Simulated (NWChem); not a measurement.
System: BaCl cation; SMILES [Cl][Ba+]

```xyz
2

Ba     0.0000     0.0000    -0.6190
Cl     0.0000     0.0000     2.0331
```
Atoms are numbered in this order, from 1.

Geometry: optimised at PBE0/def2-SVP. def2 effective core potentials on Ba; no spin-orbit coupling.

Task: List the 6 lowest vertical singlet excitations from CAM-B3LYP/def2-SVP with def2 effective core potentials on Ba, full TDDFT (NWChem).

Result: 
| state | energy (eV) | oscillator strength | leading excitation (squared amplitude) |
|---|---|---|---|
| S1 | 4.76 | 0.015 | HOMO → LUMO (0.95) |
| S2 | 4.76 | 0.015 | HOMO−1 → LUMO (0.95) |
| S3 | 4.97 | 0.002 | HOMO−2 → LUMO (0.95) |
| S4 | 5.32 | 0.000 | HOMO → LUMO+1 (0.50) |
| S5 | 5.32 | 0.000 | HOMO−1 → LUMO+1 (0.50) |
| S6 | 5.38 | 0.006 | HOMO−1 → LUMO+2 (0.49) |
